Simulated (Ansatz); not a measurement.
Pulling on the Al1–H2 bond in AlF2H (SMILES [F][AlH][F]) (multiplicity 1 held, fragments rigid). Energies count from the point at 1.553 Å.
Geometry at that point (charge 0, multiplicity 1):
```xyz
4

Al    -0.2974    -0.2000    -0.2345
H     -1.3759    -0.9255    -1.0852
F     -0.2200     1.4416    -0.1846
F      0.8024    -1.0499     0.6440
```

Signs of static correlation in cc-pV(T+d)Z, with CASSCF(2,2), from Ansatz (a program for electronic structure) runs.

```json
[
 {"R (Å)": "1.243", "T1 of restricted CCSD": "0.013", "⟨S²⟩ of UHF": "0.000", "largest double amplitude of restricted CCSD": "0.021", "weight of the CASSCF reference in MRCISD": "0.915", "CASSCF natural occupations": "1.99 0.01"},
 {"R (Å)": "1.398", "T1 of restricted CCSD": "0.013", "⟨S²⟩ of UHF": "0.000", "largest double amplitude of restricted CCSD": "0.024", "weight of the CASSCF reference in MRCISD": "0.915", "CASSCF natural occupations": "1.98 0.02"},
 {"R (Å)": "1.553", "T1 of restricted CCSD": "0.013", "⟨S²⟩ of UHF": "0.000", "largest double amplitude of restricted CCSD": "0.030", "weight of the CASSCF reference in MRCISD": "0.915", "CASSCF natural occupations": "1.98 0.02"},
 {"R (Å)": "1.709", "T1 of restricted CCSD": "0.013", "⟨S²⟩ of UHF": "0.000", "largest double amplitude of restricted CCSD": "0.040", "weight of the CASSCF reference in MRCISD": "0.915", "CASSCF natural occupations": "1.97 0.03"},
 {"R (Å)": "1.864", "T1 of restricted CCSD": "0.013", "⟨S²⟩ of UHF": "0.000", "largest double amplitude of restricted CCSD": "0.056", "weight of the CASSCF reference in MRCISD": "0.915", "CASSCF natural occupations": "1.96 0.04"},
 {"R (Å)": "2.097", "T1 of restricted CCSD": "0.014", "⟨S²⟩ of UHF": "0.000", "largest double amplitude of restricted CCSD": "0.093", "weight of the CASSCF reference in MRCISD": "0.915", "CASSCF natural occupations": "1.93 0.07"},
 {"R (Å)": "2.330", "T1 of restricted CCSD": "0.015", "⟨S²⟩ of UHF": "0.247", "largest double amplitude of restricted CCSD": "0.145", "weight of the CASSCF reference in MRCISD": "0.916", "CASSCF natural occupations": "1.88 0.12"},
 {"R (Å)": "2.719", "T1 of restricted CCSD": "0.020", "⟨S²⟩ of UHF": "[?]", "largest double amplitude of restricted CCSD": "0.261", "weight of the CASSCF reference in MRCISD": "0.917", "CASSCF natural occupations": "1.76 0.24"},
 {"R (Å)": "3.107", "T1 of restricted CCSD": "0.029", "⟨S²⟩ of UHF": "0.895", "largest double amplitude of restricted CCSD": "0.404", "weight of the CASSCF reference in MRCISD": "0.918", "CASSCF natural occupations": "1.58 0.42"},
 {"R (Å)": "3.573", "T1 of restricted CCSD": "[?]", "⟨S²⟩ of UHF": "0.969", "largest double amplitude of restricted CCSD": "0.585", "weight of the CASSCF reference in MRCISD": "0.918", "CASSCF natural occupations": "1.36 0.64"},
 {"R (Å)": "4.194", "T1 of restricted CCSD": "0.051", "⟨S²⟩ of UHF": "0.995", "largest double amplitude of restricted CCSD": "0.775", "weight of the CASSCF reference in MRCISD": "0.918", "CASSCF natural occupations": "1.17 0.83"},
 {"R (Å)": "4.971", "T1 of restricted CCSD": "0.055", "⟨S²⟩ of UHF": "1.000", "largest double amplitude of restricted CCSD": "0.897", "weight of the CASSCF reference in MRCISD": "0.918", "CASSCF natural occupations": "1.06 0.94"}
]
```

Task: Some entries are withheld; supply them.

Result: 
- 2.719, ⟨S²⟩ of UHF: 0.718
- 3.573, T1 of restricted CCSD: 0.040

Doubts at one or more of the structures used: a restricted determinant that unrestricted orbitals would lower (R-CCSD(T)/cc-pV(T+d)Z); other coupled-cluster roots lie near (R-CCSD(T)/cc-pV(T+d)Z); T1 above 0.05 (R-CCSD(T)/cc-pV(T+d)Z, U-CCSD(T)/cc-pV(T+d)Z); a spin-contaminated determinant (U-CCSD(T)/cc-pV(T+d)Z).
